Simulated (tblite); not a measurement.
Species: C2H8FNSi.
Z-matrix (Å and degrees, GFN2-xTB geometry), rows numbered from 1:
```
C 
C   1  1.5255
Si  2  1.8936  1  113.71
N   3  1.7157  2  109.07  1   -69.39
F   3  1.6151  2  109.59  1   178.15
H   1  1.0880  2  110.76  3   -58.64
H   1  1.0877  2  110.71  3    61.36
H   1  1.0889  2  110.90  3  -178.70
H   2  1.0913  1  108.74  3   121.93
H   2  1.0916  1  108.94  3  -122.56
H   3  1.4616  2  113.04  1    63.87
H   4  1.0054  3  120.28  2    56.98
H   4  1.0070  3  118.78  2  -161.40
```

Computed with GFN2-xTB (tblite): harmonic, unscaled wavenumbers at the GFN2-xTB geometry, gas phase. This tight-binding method is rough: wavenumbers can miss measured ones by several per cent, in bad cases by 10 to 20. Modes of hydrogen on silicon can be 10 to 20 % off. One conformer, not necessarily the lowest.

Harmonic wavenumbers (cm⁻¹): 45.1, 136.5, 183.2, 201.0, 242.5, 273.8, 306.1, 497.3, 646.1, 677.9, 702.3, 744.3, 770.0, 849.5, 925.2, 987.3, 1026.6, 1081.3, 1241.3, 1301.9, 1419.2, 1481.2, 1508.8, 1513.3, 1518.2, 2256.3, 2972.2, 2987.0, 3014.2, 3025.8, 3033.9, 3484.3, 3528.6.

A = 6143, B = 2563, C = 2015 MHz; mass 93.041 u (most abundant isotopes); point group C1, symmetry number 1.

Problem. Zero-point energy?

Solution. ½Σν̃ = 22291 cm⁻¹ = 266.66 kJ/mol.

Problem. Give the ideal-gas entropy at 400 K and 1 bar in the rigid-rotor, harmonic-oscillator model (classical rotation).

Solution. Translation 171.50, rotation 115.45, vibration 112.48: S = 399.4 J/(mol K).

Problem. And Cp and H(400 K) − H(0)?

Solution. Cp = 146.04 J/(mol K), of which vibrations give 112.78 (their classical limit is 33 R = 274.4); H(400 K) − H(0) = 36.83 kJ/mol without the zero-point energy, 23.53 from vibrations.

Problem. What must be added to the electronic energy to get the Gibbs energy at 400 K and 1 bar?

Solution. ZPE + [H(400 K) − H(0)] − T·S = 266.66 + 36.83 − 159.77 = 143.72 kJ/mol.

Problem. Blend soft modes into free rotors: weight 1/[1 + (100 cm⁻¹/ν̃)⁴] for the oscillator and the rest for a rotor with moment μB/(μ + B), μ = h/(8π²ν), B = 10⁻⁴⁴ kg m². What vibrational entropy results?

Solution. 105.10 J/(mol K) in place of 112.48, which changes −T·S at 400 K by +2.95 kJ/mol.

Problem. Which modes carry the vibrational entropy at 400 K?

Solution. 45.1 cm⁻¹: 23.45; 136.5 cm⁻¹: 14.31; 183.2 cm⁻¹: 11.93; 201.0 cm⁻¹: 11.19; 242.5 cm⁻¹: 9.71; 273.8 cm⁻¹: 8.77 J/(mol K); the other 27 give 33.12 together.

Hindered rotation and anharmonicity are outside this model. Other conformers, if any are populated, would add a mixing term that is left out. The structure is chiral; the term R ln 2 for an equal mix with its mirror image is left out.
